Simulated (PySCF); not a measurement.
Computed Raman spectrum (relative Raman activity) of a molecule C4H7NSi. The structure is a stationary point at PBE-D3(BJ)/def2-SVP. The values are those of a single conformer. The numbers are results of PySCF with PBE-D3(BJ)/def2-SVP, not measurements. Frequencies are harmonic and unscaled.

ν (cm⁻¹): 538 (vw), 569 (w), 689 (w), 760 (vw), 841 (vw), 879 (vw), 908 (w), 912 (w), 924 (vw), 1112 (m), 1122 (vw), 1209 (w), 1345 (vw), 1387 (w), 1630 (s), 2164 (vs), 2176 (s), 2191 (m), 2259 (vs), 2984 (s), 3052 (m), 3097 (m), 3122 (s) (against the strongest line: vs over 80 %, s over 45 %, m over 15 %, w over 4 %, vw less)

### Question
Which molecule gave these data?
(A) C[Si@@H]1C=CC=N1
(B) N#C/C=C\C[SiH3]
(C) C#CC/N=C/[SiH3]
(D) [SiH3]n1cccc1

### Answer
B, N#C/C=C\C[SiH3]
